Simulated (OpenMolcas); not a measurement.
# Exact exchange and the vertical energy of the triplet above the singlet of Si2H4F2

Si2H4F2: 8 atoms, total charge 0, spin state singlet. SMILES: `F[SiH](F)[SiH3]`. Geometry: relaxed at PBE0-D4/def2-TZVP.

The vertical energy of the triplet above the singlet y, in eV, basis cc-pVDZ; a is the functional's share of exact exchange. Programs: OpenMolcas 26.06.

| functional | program | a | y (eV) |
| --- | --- | --- | --- |
| BLYP | OpenMolcas | 0 | 5.98 |
| revPBE | OpenMolcas | 0 | 5.84 |
| B3LYP | OpenMolcas | 0.2 | ? |
| PBE0 | OpenMolcas | 0.25 | 6.15 |
| BHLYP | OpenMolcas | 0.5 | 6.59 |

Problem. Fit y = c + s·a to the known rows and predict B3LYP.

Solution. 
1. Means of the 4 rows: a = 0.1875, y = 6.140.
2. Σ(Δa)² = 0.17188, Σ(Δa·Δy) = 0.2275, so the slope is 0.2275/0.17188 = 1.3236.
3. Intercept: 6.140 − (1.3236) × 0.1875 = 5.892. The largest residual of the fit is 0.088.
4. B3LYP: 5.892 + (1.3236) × 0.2 = 6.16 eV.

The run gave 6.26 eV, so the prediction is off by -0.10 eV, about the largest residual. The rows mix families of semi-local functionals, which the line can't see.
